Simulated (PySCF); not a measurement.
Gas-phase reaction: SnH₄ + SnH₂ + 2 Cl → 2 SnH₃Cl

Energies from PySCF, thermal terms from the rigid-rotor harmonic-oscillator model, ideal gas at 1 bar. † marks an energy on the PBE0/def2-TZVP geometry and frequencies; other levels use their own. MP2 freezes the core. Open shells (unrestricted): Cl (multiplicity 2, electronic degeneracy 6); the rest are closed-shell singlets. Spin-orbit splitting is ignored; it lowers the true energy and changes the entropy of Cl. B3LYP is the form with VWN-RPA correlation. Sn: scalar-relativistic def2 core potential, no spin-orbit coupling. SnH₂, SnH₃Cl: computed as isolated molecules; such fragments, hydroxides, amides, oligomers or adducts are transient or little studied in the gas. MP2 isn't extrapolated to the basis-set limit; its ΔH°(298 K) is -631.9 kJ in def2-SVP and -677.9 kJ in def2-TZVPP. The harmonic model lacks anharmonicity and excited electronic states, which grow with temperature; levels with a mode under 35 cm⁻¹ are left out.

```tsv
level	ΔE electronic, kJ	ΔH°(298 K), kJ	ΔS°(298 K), J/K	ΔG°(1000 K), kJ
B3LYP/def2-TZVP†	-627	-617	-242	-374
M06-2X/def2-TZVP†	-698	-688	-242	-445
MP2/def2-SVP†	-642	-632	-242	-389
MP2/def2-TZVPP†	-688	-678	-242	-435
PBE/def2-SVP	-663	-653	-241	-412
PBE0/def2-TZVP	-672	-662	-242	-419
r2SCAN/def2-TZVP†	-686	-676	-242	-433
ωB97M-V/def2-TZVP†	-679	-669	-242	-426
ωB97X-V/def2-TZVP†	-684	-673	-242	-431
```
ΔH° is lowest at M06-2X/def2-TZVP† and highest at B3LYP/def2-TZVP†. No reference value is set beside these.
